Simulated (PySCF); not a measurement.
H4Ge, SMILES [GeH4]. Heavy atoms are numbered as in [GeH4:1]. Hydrogens are named by the atom that carries them.

Geometry optimised at B3LYP-D3(BJ)/def2-TZVP.

Level of theory: PBE0/pcSseg-2 (PySCF).

GIAO shieldings, no solvent; atoms alike by connectivity are averaged. δ = σ(ref) − σ: ¹H against TMS (σ = 31.54 ppm), references at their B3LYP-D3(BJ)/def2-TZVP geometries, non-relativistic.

Computed chemical shifts:
```tsv
nucleus	atoms	count	δ (ppm)
¹H	H on Ge1	4	3.85
```
